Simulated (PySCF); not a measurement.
# Simulated absorption spectrum

Species: Ge(OMe)H3, CH6GeO.
SMILES: `C[O][GeH3]`

Method used: TDDFT CAM-B3LYP/def2-SVPD, vertical, gas phase, core orbitals frozen in the response (PySCF). Geometry: PBE0-D3(BJ)/def2-SVP; no solvent, vibrations or thermal averaging. Relativistic effects, spin–orbit coupling among them, are left out although an element past zinc is present.

Computed states:

| state | E (eV) | f |
| --- | --- | --- |
| S1 | 6.62 | 0.0000 |
| S2 | 7.36 | 0.052 |
| S3 | 7.54 | 0.029 |
| S4 | 8.02 | 0.0037 |
| S5 | 8.21 | 0.047 |
| S6 | 8.36 | 0.0019 |
| S7 | 8.53 | 0.0082 |
| S8 | 8.65 | 0.012 |
| S9 | 8.75 | 0.127 |
| S10 | 8.87 | 0.0048 |
| S11 | 9.06 | 0.016 |
| S12 | 9.15 | 0.039 |
| S13 | 9.17 | 0.0000 |
| S14 | 9.29 | 0.170 |
| S15 | 9.31 | 0.153 |

Broadening: Gaussians 0.25 eV wide at half height, area fixed by f = 4.319×10⁻⁹ ∫ε dν̃. The width is an assumption, not a result. The curve ends short of the highest state used, and states not computed would add to its high-energy end.

Q: Give the broadened spectrum and its maxima.

A: 
| λ (nm) | ε (L mol⁻¹ cm⁻¹) |
| --- | --- |
| 142.3 | 14576 |
| 143.3 | 11153 |
| 144.3 | 6739 |
| 145.3 | 3536 |
| 146.4 | 1868 |
| 147.4 | 1647 |
| 148.4 | 2395 |
| 149.4 | 3746 |
| 150.4 | 4923 |
| 151.5 | 5084 |
| 152.5 | 4115 |
| 153.5 | 2726 |
| 154.5 | 1552 |
| 155.5 | 808 |
| 156.6 | 375 |
| 157.6 | 194 |
| 158.6 | 162 |
| 159.6 | 307 |
| 160.6 | 707 |
| 161.7 | 1511 |
| 162.7 | 2513 |
| 163.7 | 3604 |
| 164.7 | 4629 |
| 165.7 | 5522 |
| 166.8 | 6271 |
| 167.8 | 6537 |
| 168.8 | 6176 |
| 169.8 | 5162 |
| 170.8 | 3762 |
| 171.9 | 2253 |
| 172.9 | 1215 |
| 173.9 | 569 |
| 174.9 | 232 |
| 175.9 | 83 |
| 177.0 | 23 |
| 178.0 | 6 |
| 179.0 | 2 |
| 180.0 | 0 |
| 181.0 | 0 |
| 182.1 | 0 |
| 183.1 | 1 |
| 184.1 | 1 |
| 185.1 | 2 |
| 186.1 | 2 |
| 187.2 | 2 |
| 188.2 | 2 |
| 189.2 | 2 |
| 190.2 | 1 |
| 191.2 | 1 |
| 192.3 | 1 |
| 193.3 | 0 |
| 194.3 | 0 |
| 195.3 | 0 |
| 196.3 | 0 |
| 197.4 | 0 |
| 198.4 | 0 |

Maxima: 168 nm (7.39 eV), ε about 6500, made up of S2 (81%) and S3 (19%); 151 nm (8.21 eV), ε about 5200, made up of S5 (97%) (ε in L mol⁻¹ cm⁻¹; maxima over ε = 5, shares over 10%). At its high-energy end, 8.71 eV, the curve is still rising (ε about 14000, from S9).

Q: What would ε be at 7.39 eV, the highest of these maxima, with half the width (0.125 eV)?

A: About 9320 L mol⁻¹ cm⁻¹ against 6540, a factor of about 1.4; a lone state at its own centre would give exactly 2.

Q: Coming from long wavelengths, where does ε first pass 100 L mol⁻¹ cm⁻¹?

A: At about 176 nm (7.06 eV), 0.43 eV above S1.

The vertical ionisation energy (ΔSCF) is 10.17 eV, 0.85 eV above S15.

The run took 27 s wall on one thread, Arm Neoverse V2, on a shared host.
